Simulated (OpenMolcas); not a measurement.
# Lines of neutral oxygen: computed and rescaled rates

| Quantity | Value |
| --- | --- |
| Program | OpenMolcas |
| Method | SS-RASPT2, IPEA 0.25 Eh, imaginary shift 0.1 Eh (closed shells correlated: 1s 2s) |
| Basis | ANO-R3 [4s4p2d1f] |
| Scalar Hamiltonian | X2C, finite nucleus |
| Active space | 4 electrons in 9 orbitals (RAS2 2p; RAS3 3s 3d, at most 1 electron) |
| State averaging | 2S+1 = 3 even, 3 roots; 2S+1 = 1 even, 6 roots; 2S+1 = 5 odd, 1 root; 2S+1 = 3 odd, 6 roots; 2S+1 = 1 odd, 5 roots |
| Spin-orbit coupling | RASSI with atomic mean-field integrals over the reference wave functions, term energies averaged over their components |

Rates come from the transition moments of the reference wave functions (E1 and E2 in the length form). At fixed line strength A goes as λ^-3 for E1 and M1 and as λ^-5 for E2, so a rate at the computed wavelength can be rescaled to the measured one. Measured vacuum wavelengths follow from level energies in NIST Handbook of Basic Atomic Spectroscopic Data. Branching counts decays inside the model space alone, at computed energies, and the table is only a selection of the E1 lines, drawn from those between levels with measured partners whose computed energy lies within a factor of 1.5 of the measured one.

```csv
Upper,Lower,Type,λ computed (nm),λ measured (nm),A computed (s-1),A rescaled (s-1),Branching %
2s² 2p³ 3s ³S°₁,2s² 2p⁴ ³P₀,E1,127.5,130.6,6.45e+07,6.00e+07,11.0
2s² 2p³ 3s ³S°₁,2s² 2p⁴ ³P₁,E1,127.4,130.5,1.94e+08,1.81e+08,33.2
2s² 2p³ 3s ³S°₁,2s² 2p⁴ ³P₂,E1,127.1,130.2,3.25e+08,3.02e+08,55.7
```

The largest correction is for 2s² 2p³ 3s ³S°₁ → 2s² 2p⁴ ³P₂ (E1): 3.25e+08 × (127.1 / 130.2)^3 = 3.02e+08 s-1, a factor of 0.93.

The computed rate and branching of 2s² 2p³ 3s ³S°₁ → 2s² 2p⁴ ³P₂ give the upper level a radiative lifetime of 0.557 / 3.25e+08 s-1 = 1.71e-09 s, counting decays inside the model space alone.

No measured rate stands beside these. Rescaling mends the energy factor alone: line strengths can still be far off where a level mixes with configurations outside the active space, and weak or spin-changing lines hang on small mixing coefficients that depend on the term gaps too, so rescaling need not improve them.

Over all roots computed the reference weight is 0.85 to 0.97; the roots of lowest weight are the least certain, and an intruder state may touch them. ANO sets are built for valence states and can reach diffuse excited orbitals poorly. With the s shell closed, the reference lacks s² → p² mixing. Computed and measured levels are paired by configuration, term and J; levels that our copy of the source lacks, or whose pairing is in doubt (as where it misses far off the trend of its configuration), stay unpaired. Only configurations of the active space appear.

° marks odd parity.
